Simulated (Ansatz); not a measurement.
Born–Oppenheimer molecular dynamics of C3H9ClSi (14 atoms, charge 0, multiplicity 1). It starts from a relaxed structure.

The calculation used RKS PBE0/STO-3G (Ansatz 0.2.0).

- ensemble: NVT, Langevin thermostat
- time step: 0.5 fs
- steps asked: 250
- set temperature: 2000 K
- friction: 0.005 /fs
- temperature schedule: 62 steps to 2000 K, then 188 steps to 500 K
- seed: 119967

First frame:

```xyz
14
Properties=species:S:1:pos:R:3
Si 0.007 -0.039 -0.061
Cl 0.040 -0.243 2.039
C 1.780 0.047 -0.637
H 2.330 -0.858 -0.362
H 1.821 0.148 -1.727
H 2.298 0.904 -0.199
C -0.918 1.535 -0.451
H -1.945 1.494 -0.076
H -0.429 2.404 -0.002
H -0.960 1.692 -1.534
C -0.867 -1.537 -0.749
H -1.889 -1.611 -0.365
H -0.920 -1.478 -1.842
H -0.340 -2.459 -0.486
```

(1) How far do the bonds stretch over the last three quarters of this one trajectory? (Pairs bonded in most of those frames.)

Answers

(1) 
```
   bond  mean (Å)  spread (Å)  shortest  longest
Si1–Cl2     2.158       0.081      2.00     2.26
 Si1–C3     1.884       0.058      1.79     1.97
 Si1–C7     1.894       0.051      1.80     1.99
Si1–C11     1.887       0.038      1.82     1.96
  C3–H4     1.106       0.057      1.00     1.23
  C3–H5     1.102       0.026      1.05     1.15
  C3–H6     1.097       0.028      1.04     1.16
  C7–H8     1.110       0.073      0.98     1.25
  C7–H9     1.101       0.052      1.02     1.19
 C7–H10     1.111       0.077      0.96     1.30
C11–H12     1.117       0.079      0.99     1.25
C11–H13     1.117       0.071      0.98     1.26
C11–H14     1.109       0.051      1.01     1.24
```

Mean temperature of the second half: 1263 K. The schedule's set-point averaged 999 K over the second half and the system 1263 K, so it lags behind the ramp. A run of 0.12 ps of so small a system gives no equilibrium averages. Limits of this set-up: minimal basis.

Time of the run: 13 min on 1 thread of Arm Neoverse V1, with other jobs on the host, peak memory 0.11 GiB.
